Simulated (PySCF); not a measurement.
## PySCF run on AlBr

The script input.py:

```python
from pyscf import gto, dft

mol = gto.M(
    atom='Al 0 0 0; Br 0 0 2.079',
    basis='ano-rcc-vdzp',
    charge=0,
    spin=0,
    verbose=3,
)
mf = dft.RKS(mol, xc='b3pw91')
mf = mf.sfx2c1e()
mf.kernel()
mf.analyze()
print('orbital energies (hartree):', mf.mo_energy[..., max(0, mol.nelec[1]-3):mol.nelec[0]+3].round(4))
```

```bash
$ python input.py
```

Output (some set-up lines and the per-cycle HOMO/LUMO lines with their warnings removed):

```
converged SCF energy = -2849.17478901156
**** MO energy ****
[13 lines left out]
MO #14  energy= -2.69978430683068  occ= 2
MO #15  energy= -2.57576931733021  occ= 2
MO #16  energy= -2.5744285821621   occ= 2
MO #17  energy= -2.57442858214845  occ= 2
MO #18  energy= -2.57199230075359  occ= 2
MO #19  energy= -2.5719881114169   occ= 2
MO #20  energy= -0.820248796762679 occ= 2
MO #21  energy= -0.418683212222854 occ= 2
MO #22  energy= -0.332572512126486 occ= 2
MO #23  energy= -0.332572512003275 occ= 2
MO #24  energy= -0.235202928950068 occ= 2
MO #25  energy= -0.056380808043395 occ= 0
MO #26  energy= -0.0563808080129559 occ= 0
MO #27  energy= 0.0501128466890104 occ= 0
[18 lines left out]
 ** Mulliken atomic charges  **
charge of    0Al =      0.23023
charge of    1Br =     -0.23023
Dipole moment(X, Y, Z, Debye):  0.00000,  0.00000, -0.04441
orbital energies (hartree): [-0.3326 -0.3326 -0.2352 -0.0564 -0.0564  0.0501]
```

In short: E(SCF) = -2849.174789 Eh, μz(SCF) = -0.04 D.

Wall time 6.1 s on one thread of a shared host.

Stability towards an unrestricted solution was not tested. The bond length is a typed value, not an optimised one.
